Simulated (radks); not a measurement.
Radial electron density D(r) = 4 pi r^2 rho(r) of an atom or ion with 29 electrons. Calculated with a radial shooting solver on a logarithmic mesh with Libxc functionals: non-relativistic Kohn-Sham, exchange-only PBE, spin-polarised, spherical densities, point nucleus.

| r (bohr) | D(r) (e/bohr) | spin D(r) |
|---|---|---|
| 0.003309 | 2.733 | 0.00236 |
| 0.004309 | 4.338 | 0.00374 |
| 0.005566 | 6.663 | 0.00572 |
| 0.007247 | 10.11 | 0.00862 |
| 0.009362 | 14.68 | 0.0124 |
| 0.01219 | 20.67 | 0.0170 |
| 0.01575 | 27.34 | 0.0217 |
| 0.0205 | 34.05 | 0.0250 |
| 0.02649 | 38.78 | 0.0246 |
| 0.03449 | 40.12 | 0.0184 |
| 0.04455 | 37.68 | 0.00753 |
| 0.05801 | 33.77 | -0.00142 |
| 0.07494 | 33.12 | 0.00492 |
| 0.09758 | 38.48 | 0.0342 |
| 0.126 | 45.68 | 0.0649 |
| 0.1641 | 46.08 | 0.0534 |
| 0.212 | 36.57 | -0.00502 |
| 0.2761 | 26.18 | -0.0226 |
| 0.3566 | 25.72 | 0.0686 |
| 0.4606 | 30.27 | 0.137 |
| 0.5998 | 27.92 | 0.0387 |
| 0.7748 | 17.93 | -0.00668 |
| 1.009 | 8.061 | 0.301 |
| 1.303 | 3.114 | 0.715 |
| 1.697 | 1.234 | 0.748 |
| 2.192 | 0.4667 | 0.402 |
| 2.854 | 0.1066 | 0.103 |
| 3.687 | 0.01167 | 0.0116 |
| 4.801 | 0.0003957 | 0.000395 |

What is the nuclear charge?

Answer. Z = 33. The innermost maximum, from 1s, lies near 1/Z = 0.0303 bohr (found: 0.0329), and its height grows with Z. The density is that of the arsenic ion As4+ in [Ar] 3d10 4s1; the configuration itself is not fixed sharply by these data, and Z only to about a unit. D(r) has 3 maxima, at r = 0.0329, 0.146, 0.495 bohr, and minima at 0.0681, 0.316 bohr, inside which lie 2.08, 11.07 electrons.
